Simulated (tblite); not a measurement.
Compound: C₂H₈O₂Si₂.
Structure used (GFN2-xTB), in Å, numbered top down from 1:
```
atom  x, y, z in Å
C1     2.1172   -0.6837   -0.2306
C2     1.8770    0.0428    0.8465
O3     0.7759    0.7644    1.0912
Si4   -0.6274    0.9398    0.2497
O5    -1.5102    1.9097    1.2056
Si6   -1.8491   -0.9966    0.0751
H7     1.4057   -0.7550   -1.0339
H8     3.0381   -1.2257   -0.3316
H9     2.5942    0.1180    1.6570
H10   -0.2788    1.6672   -0.9821
H11   -1.1149    2.6472    1.6652
H12   -2.7108   -0.9754   -1.1127
H13   -0.9944   -2.1860   -0.0633
H14   -2.7232   -1.2671    1.2217
```

Method: GFN2-xTB as coded in tblite; computed harmonic values from a numerical Hessian at the method's own geometry, unscaled. This tight-binding method is rough: wavenumbers can miss measured ones by several per cent, in bad cases by 10 to 20. Modes of hydrogen on silicon can be 10 to 20 % off. One conformer, not necessarily the lowest. The optimisation stopped once no atom felt more than 0.01 eV/Å.

Lowest wavenumbers of the output (negative numbers stand for imaginary wavenumbers):
```
mode    cm-1
  1     -28.1
  2      73.9
  3      87.0
  4     145.0
  5     160.8
  6     213.3
  7     229.1
  8     309.0
  9     450.3
 10     466.8
```

Task: Is this structure a minimum?

Result: Not by this Hessian. 1 mode is imaginary beyond 20i (28i cm⁻¹), so at this level the point lies at or near a first-order saddle. The curvature is small, so loose convergence or finite differences may be the whole cause.

Task: Which atoms move in the imaginary mode?

Result: 28i: H12 (Si–H hydrogen) 35 %, H13 (Si–H hydrogen) 30 %, H14 (Si–H hydrogen) 29 %. These are shares of the mass-weighted motion.

Task: What is the remedy?

Result: Step along that mode in both directions, optimise again with tighter thresholds and repeat the frequencies. The zero-point energy of this point (57.5 kcal/mol) counts the 35 real modes alone, and thermal corrections from it aren't those of a minimum.

On Arm Neoverse V1, one thread, shared host with 64 logical CPUs at a one-minute load of 27, this took 0.43 s of wall time. The figure is for the frequency step alone.
